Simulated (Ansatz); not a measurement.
A structure relaxed at PBE0-D4/def2-TZVPD in Ansatz, charge -1, singlet:

```xyz
9

Ga   -0.970    0.244   -0.992
O     0.537   -0.700   -0.338
C     0.999   -0.327    0.901
H     0.236   -0.417    1.700
H     1.358    0.722    0.939
H     1.852   -0.961    1.207
H    -1.310   -0.413   -2.422
H    -0.545    1.809   -1.096
H    -2.156    0.043    0.101
```

(1) Give its formula, name or SMILES and point group.

(2) Summarise the bond lengths by kind (pairs closer than 1.2 times the sum of covalent radii, bridged metal pairs left out).

## Answers

(1) [Ga(OMe)H3]- (CH6GaO⁻). Point group Cs (tolerance 0.1 Å).

(2) 1 × Ga–O 1.89 Å; 1 × C–O 1.37 Å; 3 × Ga–H 1.61 to 1.62 Å; 3 × C–H 1.11 Å.
